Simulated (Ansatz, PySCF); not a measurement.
Molecule: C2H6BO, net charge 0, doublet state. It need not be the lowest isomer of its formula. 
Geometry from a B3LYP-D3(BJ)/def2-TZVP (Ansatz, an electronic-structure program) optimisation:
SMILES: B(C)([O])C
```xyz
10

B      0.1477    -0.0069    -0.0829
C     -0.6242     1.3902     0.0576
C     -0.4718    -1.3387     0.5574
O      1.2776    -0.0600    -0.7168
H     -1.6136     1.2869    -0.3938
H     -0.0962     2.2156    -0.4143
H     -0.7618     1.6064     1.1195
H     -0.5930    -1.1833     1.6319
H      0.1452    -2.2179     0.3868
H     -1.4634    -1.5020     0.1291
```
Charge 0, spin multiplicity 2.

Total electronic energies in hartree. Correlated levels leave the core frozen unless marked. Open shells are spin-unrestricted. No spin-orbit coupling. No relativistic terms. CBS marks a two-point X^-3 extrapolation of the correlation energy; Hartree-Fock from the larger set. [CCSD(T)-MP2]/basis is that difference in the basis named.

| level | program | energy (Eh) |
|---|---|---|
| HF/def2-TZVPD | PySCF | -178.87488 |
| revPBE-D3(BJ)/def2-TZVPD | Ansatz + dftd3 | -179.93600 |
| B3LYP-D4/def2-TZVPD | Ansatz + dftd4 | -179.99598 |
| BHLYP-D3(BJ)/def2-TZVPD | Ansatz + dftd3 | -179.88293 |
| r2SCANh/def2-TZVPD | Ansatz | -179.86287 |
| HSE06-D3(BJ)/def2-TZVPD | Ansatz + dftd3 | -179.74926 |
| CAM-B3LYP-D3(BJ)/def2-TZVPD | Ansatz + dftd3 | -179.88871 |
| LC-wPBE-D3(BJ)/def2-TZVPD | Ansatz + dftd3 | -179.85935 |
| B2PLYP-D3(BJ)/def2-TZVPD | Ansatz + dftd3 | -179.81815 |
| RPA@PBE/cc-pVQZ | Ansatz | -180.03423 |
| SCS-MP2/6-31G* | Ansatz | -179.27368 |
| SCS-MP2/aug-cc-pVDZ | Ansatz | -179.36013 |
| CCSD/6-31G | Ansatz | -179.10659 |
| CCSD/6-31G* | Ansatz | -179.33112 |
| RI-MP2/CBS(cc-pVTZ,cc-pVQZ)+[CCSD(T)-MP2]/cc-pVTZ | Ansatz | -179.6805 |

Totals of different functionals don't rank their quality; only differences between species are comparable.
